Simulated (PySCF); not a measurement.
ZrH4, SMILES [ZrH4], multiplicity 1.

Geometry: r2SCAN-D4/def2-TZVPD. The spin state was assumed, not searched. The def2 effective core potentials stand for the cores of Zr; spin–orbit coupling is left out.

Computed with PySCF with B3LYP/def2-TZVPD.

Computed frontier levels, gap, dipole moment and polarisability:
```json
{
 "highest_occupied_level": "-8.34 eV",
 "lowest_empty_level": "-2.74 eV",
 "orbital_gap": "5.61 eV",
 "dipole_moment": "0.00 D",
 "quadrupole, principal values (traceless, Buckingham form, about the centre of nuclear charge)": "0.00, 0.00, 0.00 D·Å",
 "mean_static_polarisability": "54.4 bohr³ (8.05 Å³)",
 "polarisability_principal_values": "54.4, 54.4, 54.4 bohr³"
}
```
